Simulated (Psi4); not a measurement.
Dimer: CO (SMILES [C-]#[O+]) (first 2 atoms) with N2 (SMILES N#N); geometry from B3LYP-D3(BJ)/def2-TZVP.
(charge 0, multiplicity 1):
```xyz
4

C      0.68787    -0.17168    -0.67007
O     -0.27296     0.09222    -0.14785
N      0.35979    -0.03901     3.09924
N     -0.62280     0.08338     3.55682
```

Calculation: Psi4 with SAPT0/jun-cc-pV(D+d)Z.

Task: Which attractive term is largest, and how does the interaction split up?

Result: electrostatics -10.8, exchange 21.5, induction -1.2, dispersion -16.8, total -7.3 meV; the largest attraction is dispersion.
